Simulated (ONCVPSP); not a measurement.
**Scattering properties, ONCV potential for Tc (Z = 43)**

technetium, optimised norm-conserving Vanderbilt (ONCV), made with ONCVPSP 4.0.1 (PBE, scalar-relativistic). Core [Ar] 3d10, reference 4s2 4p6 4d5 5s2. Waves: 4s+5s: rc 1.95 bohr, ncon 4, nbas 8, qcut 8.2 1/bohr, 2 projectors; 4p: rc 1.15 bohr, ncon 4, nbas 8, qcut 7.5 1/bohr, 1 projector; 4d: rc 1.60 bohr, ncon 5, nbas 9, qcut 5.6 1/bohr, 2 projectors, debl 3 Ha. Local part: polynomial inside 0.80 bohr (lpopt 3, dvloc0 0 Ha). Core correction: Teter function, fcfact 5.5, rcfact 1.65.

The phase is arctan(r·R′/R) of the radial function R(r), unwrapped; energies in Ha, scanned from -4 to 5 Ha. A pole is an energy at which the radial function vanishes at the test radius. The pseudo phase is shifted by a multiple of π to meet the all-electron one at the reference energy, and phase errors are pseudo minus all-electron; the curves can meet again beyond the range given. Levels narrower than the energy grid can be missing from the lists of poles.

Q: For each channel, where are the poles, and over which energies does the pseudopotential scatter like the atom?

A:

```
channel  radius (bohr)  reference energy (Ha)  poles, all-electron      poles, pseudo  unbroken range about the reference energy with phases within 0.05 rad  phase error 1 Ha above the reference energy (rad)
      s           1.97                  -0.19          -2.54, 3.76  -2.54, 2.02, 3.87                                                              below 1.9                                             -0.003
      p           1.17                  -1.67                 2.99               2.13                                                              below 2.3                                             -0.004
      d           1.62                  -0.24                 1.35               1.35                                                        the whole range                                             -0.000
```

Note: no bound ghost flagged; GHOST(+) flagged for s at 55.8 eV.

Phases in the p channel:

```csv
E (Ha),all-electron,pseudo
-3.98,0.422,0.392
-3.74,0.275,0.246
-3.50,0.107,0.080
-3.26,-0.076,-0.099
-3.02,-0.265,-0.282
-2.78,-0.445,-0.457
-2.54,-0.608,-0.615
-2.30,-0.749,-0.752
-2.06,-0.868,-0.869
-1.82,-0.967,-0.967
-1.58,-1.050,-1.050
-1.34,-1.119,-1.119
-1.10,-1.177,-1.178
-0.86,-1.227,-1.229
-0.62,-1.269,-1.273
-0.38,-1.306,-1.312
-0.14,-1.339,-1.346
0.10,-1.368,-1.377
0.34,-1.393,-1.405
0.58,-1.417,-1.431
0.82,-1.437,-1.455
1.06,-1.457,-1.478
1.30,-1.474,-1.499
1.54,-1.490,-1.520
1.78,-1.506,-1.541
2.02,-1.520,-1.561
2.26,-1.534,-1.583
2.50,-1.546,-1.605
2.74,-1.559,-1.629
2.98,-1.571,-1.656
3.22,-1.582,-1.687
3.46,-1.593,-1.725
3.70,-1.604,-1.772
3.94,-1.615,-1.838
4.18,-1.625,-1.936
4.42,-1.636,-2.102
4.66,-1.647,-2.425
4.90,-1.657,-3.058
```
